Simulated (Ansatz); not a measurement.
Start from `N=C[CH2][GaH][NH2]` and change one atom or group to get `C[CH2][GaH][NH2]`.

Ansatz, PBE0-D4/def2-TZVP geometries, multiplicity 1. Each molecule was computed in one conformer, which needn't be the lowest.

Scalar relativity is left out up to krypton.

```tsv
property	`N=C[CH2][GaH][NH2]`
LUMO energy (PBE0/def2-TZVPP) / eV	-0.73
HOMO–LUMO gap (PBE/def2-TZVPP) / eV	4.26
LUMO energy (B3LYP/def2-TZVPP) / eV	-0.99
HOMO–LUMO gap (ωB97M-V/def2-TZVPP) / eV	10.60
HOMO energy (PBE0/def2-TZVPP) / eV	-7.29
HOMO–LUMO gap (PBE0/def2-TZVPP) / eV	6.56
```

Question: What does the change do to each property? (Estimate.)

Answer: Ansatz gave: 
```tsv
property	`C[CH2][GaH][NH2]`	shift
LUMO energy (PBE0/def2-TZVPP) / eV	-0.27	0.46
HOMO–LUMO gap (PBE/def2-TZVPP) / eV	4.79	0.53
LUMO energy (B3LYP/def2-TZVPP) / eV	-0.54	0.45
HOMO–LUMO gap (ωB97M-V/def2-TZVPP) / eV	10.95	0.35
HOMO energy (PBE0/def2-TZVPP) / eV	-7.17	0.12
HOMO–LUMO gap (PBE0/def2-TZVPP) / eV	6.89	0.33
```

With PBE0 the HOMO rises by 0.12 eV and the LUMO rises by 0.46 eV, so the gap widens by about 0.34 eV. PBE moves the HOMO by -0.04 eV and ωB97M-V by 0.04 eV.

B3LYP here is the variant with VWN-RPA as its local correlation; programs differ in this.
